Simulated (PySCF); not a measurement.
Isomers of C6H9BF2, from PBE0-D3(BJ)/def2-SVP geometry optimisation, gas phase (PySCF 2.14.0). One conformer each, no zero-point energy, no frequencies.

Problem. Which isomer lies lower at this level?
A. `[CH3:1][C@:2]12[CH2:3][C@:4]([B:5]([F:6])[F:7])([CH2:8]1)[CH2:9]2` with C3–C4–B5–F6 -124°: A = 3849, B = 968.5, C = 886.3 MHz, dipole 2.01 D
B. `[CH2:1]=[C:2]([F:3])/[C:4]([F:5])=[CH:6]\[B:7]([CH3:8])[CH3:9]` with C1–C2–C4–F5 3°: A = 2396, B = 1094, C = 920.5 MHz, dipole 0.46 D

Solution. A. That is `C[C@]12C[C@](B(F)F)(C1)C2`, 64.2 kcal/mol below the other.

```csv
SMILES,mapped SMILES,E (Eh),relative (kcal/mol),relative (kJ/mol),dipole (D)
C[C@]12C[C@](B(F)F)(C1)C2,[CH3:1][C@:2]12[CH2:3][C@:4]([B:5]([F:6])[F:7])([CH2:8]1)[CH2:9]2,-457.82865,0.0,0.0,2.01
C=C(F)/C(F)=C\B(C)C,[CH2:1]=[C:2]([F:3])/[C:4]([F:5])=[CH:6]\[B:7]([CH3:8])[CH3:9],-457.72629,64.2,268.7,0.46
```

As drawn, the lower has a four-membered ring, a B–F bond and a quaternary carbon, which the higher lacks; the higher has a C=C bond outside aromatic rings, which the lower lacks.
